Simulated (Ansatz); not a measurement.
Computed with Ansatz on PBE0-D4/def2-TZVP structures; ΔE is electronic, products minus reactants. CCSD(T)/CBS adds triple-zeta CCSD(T) − MP2 to the extrapolated MP2 energy (def2 sets, frozen cores). This one scheme is used for every species. Functionals use def2-TZVPP. Each species was taken in one conformer, which may not be the lowest.

Consider the substitution at a C–S bond: `C=C([SiH3])SC` + CH₃NH₂ → `C=C([SiH3])NC` + CH₃SH.

```tsv
species	ωB97X-V energy (Eh)
`C=C([SiH3])SC`	-806.71233
CH₃NH₂	-95.86508
`C=C([SiH3])NC`	-463.92086
CH₃SH	-438.65543
```

Problem. Work out ΔE.

Solution. ΔE = (-463.92086) + (-438.65543) − (-806.71233) − (-95.86508) = 0.00112 Eh = +2.9 kJ/mol. CCSD(T)/CBS gives +11.6 kJ/mol.

Largest T1 diagnostic among the species: 0.012.

In def2-TZVPP, CCSD(T) changes the Hartree–Fock value by +8.2 kJ/mol (the triples alone add +2.0 kJ/mol) and MP2 by +12.3 kJ/mol. The D4 term adds +3.4 kJ/mol with B3LYP and +1.7 kJ/mol with PBE0; it sums over pairs of atoms, weighted by their polarisabilities, and B3LYP, whose exchange is more repulsive, gets the larger term.

B3LYP here is the variant with VWN-RPA as its local correlation; programs differ in this.
